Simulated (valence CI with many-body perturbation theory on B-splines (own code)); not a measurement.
Values are calculated unless marked as measured or tabulated.
Fe19+: what each term of the Hamiltonian does

Method: relativistic CI+MBPT: five valence electrons over a frozen Dirac-Fock core [He], radial functions for each j: 9 s, 9 p, 8 d, 6 f, 3 g, 1 h, with the one-electron correlation potential Σ1 (screened to all orders), the two-electron term Σ2, the three-electron term Σ3, Breit, model QED; selected single and double excitations, second order for the rest (own B-spline code, finite nucleus).

No measured levels were compared; by estimate levels of excited configurations hold to 0.05 to 0.15 % of their energy, terms of the ground configuration to about 0.5 %. Among the levels kept, up to 2100 cm⁻¹ of a level comes from second order outside the variational space, and about a tenth of that is noise between levels of different J, which matters for small intervals.

Each rung adds one term. CI alone is the Dirac-Coulomb CI over the frozen core; QED comes last and gives the full result, which names the levels. Energies are above 2s²2p³ ⁴S°_3/2 on the same rung, in eV.

Names give the largest LS component (configuration and term), which can be under half, so a name can repeat, a term be missing and a line seem to break the LS rules; names also repeat where a configuration has a term twice. Letters in brackets count levels of one name in rising energy.

```tsv
Level	CI alone	+ Σ1	+ Σ2	+ Σ3	+ Breit	Full
2s²2p³ ²D°_3/2	17.11	17.11	17.16	17.12	17.22	17.22
2s²2p³ ²D°_5/2	22.27	22.28	22.33	22.29	21.86	21.87
2s²2p³ ²P°_1/2	32.31	32.32	32.42	32.36	32.32	32.32
2s²2p³ ²P°_3/2	40.49	40.52	40.60	40.55	40.09	40.13
2s2p⁴ ⁴P_5/2	94.02	93.86	93.77	93.72	93.75	93.35
2s2p⁴ ⁴P_3/2	102.44	102.30	102.21	102.16	102.15	101.76
2s2p⁴ ⁴P_1/2	105.16	105.02	104.94	104.89	104.86	104.48
2s2p⁴ ²D_3/2	130.11	129.96	129.82	129.69	129.73	129.33
2s2p⁴ ²D_5/2	132.32	132.18	132.04	131.93	131.67	131.28
2s2p⁴ ²S_1/2	148.89	148.75	148.60	148.45	148.70	148.30
2s2p⁴ ²P_3/2	155.34	155.20	154.84	154.64	154.56	154.15
2s2p⁴ ²P_1/2	167.51	167.38	167.09	166.90	166.62	166.25
2p⁵ ²P°_3/2	243.90	243.61	243.15	242.93	243.24	242.43
2p⁵ ²P°_1/2	257.59	257.31	256.86	256.65	256.55	255.78
2s²2p²3s ⁴P_1/2	887.29	887.52	887.59	887.48	887.29	887.39
2s²2p²3s ⁴P_3/2	895.84	896.09	896.14	896.04	895.51	895.64
2s²2p²3s ²P_1/2	899.55	899.80	899.83	899.72	899.23	899.35
2s²2p²3s ⁴P_5/2	901.44	901.70	901.76	901.65	900.74	900.87
2s²2p²3s ²P_3/2	905.24	905.49	905.53	905.41	904.58	904.71
2s²2p²3p ⁴D°_1/2	912.28	912.49	912.53	912.42	912.36	912.34
2s²2p²3s ²D_5/2	918.27	918.53	918.61	918.48	917.46	917.61
2s²2p²3p ⁴D°_3/2 [a]	917.90	918.11	918.15	918.04	917.82	917.82
2s²2p²3s ²D_3/2	919.54	919.81	919.87	919.74	918.70	918.86
2s²2p²3p ²S°_1/2	920.38	920.60	920.62	920.52	920.12	920.13
2s²2p²3p ⁴D°_3/2 [b]	924.06	924.28	924.31	924.20	923.71	923.72
2s²2p²3p ⁴D°_5/2	925.42	925.64	925.67	925.56	925.00	925.02
2s²2p²3p ⁴P°_1/2	926.99	927.21	927.24	927.14	926.54	926.56
2s²2p²3p ⁴P°_5/2	927.94	928.16	928.21	928.09	927.33	927.35
2s²2p²3p ²D°_3/2 [a]	929.39	929.61	929.65	929.54	928.94	928.96
2s²2p²3p ⁴D°_7/2	930.99	931.21	931.25	931.14	930.18	930.21
2s²2p²3p ⁴S°_3/2	933.81	934.03	934.04	933.93	933.21	933.21
```

How does the ionisation energy move along the ladder, and which term matters most?

CI alone 1573.2, + Σ1 1573.5, + Σ2 1573.5, + Σ3 1573.4, + Breit 1573.1, + QED 1573.1 eV. The largest step is Breit, -0.3 eV. NIST lists 1575.6 ± 0.5 eV (measured).
